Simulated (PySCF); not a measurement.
ClGeH₂N, SMILES [NH2][Ge][Cl] (connectivity only; charge and spin as stated), neutral, multiplicity 1.

Geometry optimised at B3LYP-D3(BJ)/def2-TZVP. Other conformers were not sampled.

All values below come from B3LYP-D3(BJ)/def2-TZVP run with PySCF.

Frequencies are harmonic and unscaled.

| mode | ν (cm⁻¹) | IR (km/mol) | moving atoms (share of kinetic energy) |
|---|---|---|---|
| 1 | 208 | 1.9 | N 42 %, Cl 22 %, H 21 %, Ge 14 % |
| 2 | 360 | 68.1 | Cl 68 %, Ge 31 % |
| 3 | 434 | 181.6 | H 82 %, N 17 % |
| 4 | 500 | 25.3 | H 96 % |
| 5 | 684 | 62.2 | N 62 %, H 24 %, Ge 14 % |
| 6 | 729 | 34.4 | H 69 %, N 25 % |
| 7 | 1550 | 45.6 | H 89 %, N 11 % |
| 8 | 3532 | 21.3 | H 96 % |
| 9 | 3647 | 30.1 | H 91 %, N 9 % |
